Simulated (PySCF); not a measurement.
# EuF₂: from structure and modes to constants

Level of theory: UPBE0 in PySCF with Eu def2-SVP with ECP28, F def2-SVP; scalar-relativistic core potentials, no spin–orbit coupling; density-fitted integrals.

The octet minimum has C2v symmetry. Masses (u): Eu 152.92123, F 18.99840.

```xyz
3
charge 0 multiplicity 8, angstrom
Eu    0.0000    0.0000   -0.2246
F     1.7804    0.0000    0.8830
F    -1.7804    0.0000    0.8830
```

Harmonic wavenumbers (cm⁻¹): 91.7 (a1, ×1), 495.5 (b2, ×1), 507.2 (a1, ×1).

(1) Find the principal moments of inertia and the rotational constants. What kind of rotor is it?

(2) Give the standard entropy (298.15 K, 1 bar) by its translational, rotational, vibrational and spin parts, and Cp.

Results:

(1) About the centre of mass I = 37.336, 120.44, 157.78 u Å². With B = 16.8576/I this gives 0.4515, 0.14, 0.1068 cm⁻¹. The molecule is an asymmetric top with κ = -0.81.

(2) Sackur–Tetrode with M = 190.92 u gives 174.4; rotation with symmetry number 2 gives 98.8; vibration 20.6; spin R ln 8 = 17.3. The total is 311.1 J/(mol K), and Cp = 4 R + 18.6 = 51.9 J/(mol K).

This need not be the most stable arrangement of these atoms. Open d and f shells are described by one determinant, and the ground state may have another occupation or spin. The pruned grid is coarse for the open f shell: energies are uncertain by about 2 kJ/mol and soft modes are noisy. With an element this heavy the missing spin–orbit coupling can shift these numbers.
